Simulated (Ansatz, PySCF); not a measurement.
Constitutional and geometric isomers with formula CH2OS. Gas-phase values, no solvent. One relaxed conformer stands for each flexible species; it need not be the lowest. Strings in code marks are SMILES.

Quantity: electronic energy of isomers of CH2OS relative to `O=CS` (O–C–S–H torsion 0°), in kcal/mol.

Level 1: composite: frozen-core CCSD(T) with HF/cc-pVQZ and the correlation energy extrapolated as X^-3 from cc-pVTZ and cc-pVQZ, plus CCSDT(Q) minus CCSD(T) in cc-pVDZ // PBE0-D3(BJ)/def2-TZVP (Ansatz, an electronic-structure program)
Level 2: frozen-core CCSD(T) with HF/cc-pV5Z and the correlation energy extrapolated as X^-3 from cc-pVQZ and cc-pV5Z // PBE0-D3(BJ)/def2-TZVP (Ansatz)
Level 3: PBE-D3(BJ)/def2-TZVP // PBE0-D3(BJ)/def2-TZVP (PySCF)
Level 4: PBE0/cc-pVTZ // PBE0-D3(BJ)/def2-TZVP (Ansatz)

| species | level 2 | level 3 | level 4 |
|---|---|---|---|
| `OC=S` (H–O–C–S torsion 0°) | 0.93 | 2.84 | 1.40 |

Problem. What does level 1 give for each?

Solution. 
- `OC=S` (H–O–C–S torsion 0°): 0.97
